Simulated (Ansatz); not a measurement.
Reaction (homolysis of the Cl–Si bond): `CO[SiH2]Cl` → Cl• + `CO[SiH2]`•

Gas-phase electronic energies from Ansatz, PBE0-D4/def2-TZVP geometries. CCSD(T)/CBS adds triple-zeta CCSD(T) − MP2 to the extrapolated MP2 energy (def2 sets, frozen cores). This one scheme is used for every species, atoms too. Functionals use def2-TZVPP. B3LYP here is the variant with VWN-RPA as its local correlation; programs differ in this. No spin–orbit coupling; open shells (•) take unrestricted orbitals. Spin–orbit coupling would lower the free atoms: a little for Cl. Each species was taken in one conformer, which may not be the lowest.

`CO[SiH2]Cl`:

Cartesian coordinates in Å:
```
C -1.091 0.847 -0.069
O -0.069 0.311 0.746
Si 1.110 -0.673 0.211
Cl 0.330 -2.433 -0.515
H -1.632 1.591 0.515
H -1.789 0.065 -0.382
H -0.679 1.331 -0.961
H 1.966 -0.980 1.372
H 1.852 -0.059 -0.916
```

`CO[SiH2]`•:

Z-matrix (Å, degrees):
```
C
O 1 1.409
H 1 1.096 2 111.7
H 1 1.091 2 108.2 3 119.4
H 1 1.095 2 111.1 3 -121.5
Si 2 1.645 1 123.9 3 44.7
H 6 1.488 2 105.9 1 -166.8
H 6 1.499 2 109.8 1 -46.7
```

(1) What is ΔE at CCSD(T)/CBS? (Best estimate.)

(2) What do these levels give: revPBE-D4, r2SCAN-D4, B3LYP-D4, r2SCAN0-D4, B2PLYP, PBE0, r2SCANh, r2SCAN0, BHLYP, CAM-B3LYP, RPA@PBE/def2-TZVPP, CCSD/def2-TZVPP? (Best estimate.)

Largest T1 diagnostic among the species: 0.015.

Answers

(1) Ansatz gave: +494.8 kJ/mol.

(2) The calculation gave: revPBE-D4 465.3, r2SCAN-D4 479.2, B3LYP-D4 469.2, r2SCAN0-D4 475.4, B2PLYP 473.8, PBE0 474.8, r2SCANh 476.1, r2SCAN0 473.7, BHLYP 460.1, CAM-B3LYP 469.0, RPA@PBE/def2-TZVPP 437.9, CCSD/def2-TZVPP 467.3 kJ/mol.

The D4 term adds +9.1 kJ/mol with B3LYP and +4.9 kJ/mol with PBE0; it sums over pairs of atoms, weighted by their polarisabilities, and B3LYP, whose exchange is more repulsive, gets the larger term. From r2SCAN to r2SCAN0 (25 % exact exchange), in def2-TZVPP and without D4, ΔE moves by −4.0 kJ/mol: exact exchange takes away binding that semilocal exchange gives to molecules. In def2-TZVPP, CCSD(T) changes the Hartree–Fock value by +99.2 kJ/mol (the triples alone add +8.9 kJ/mol) and MP2 by +121.7 kJ/mol; breaking electron pairs costs correlation energy, which Hartree–Fock lacks.
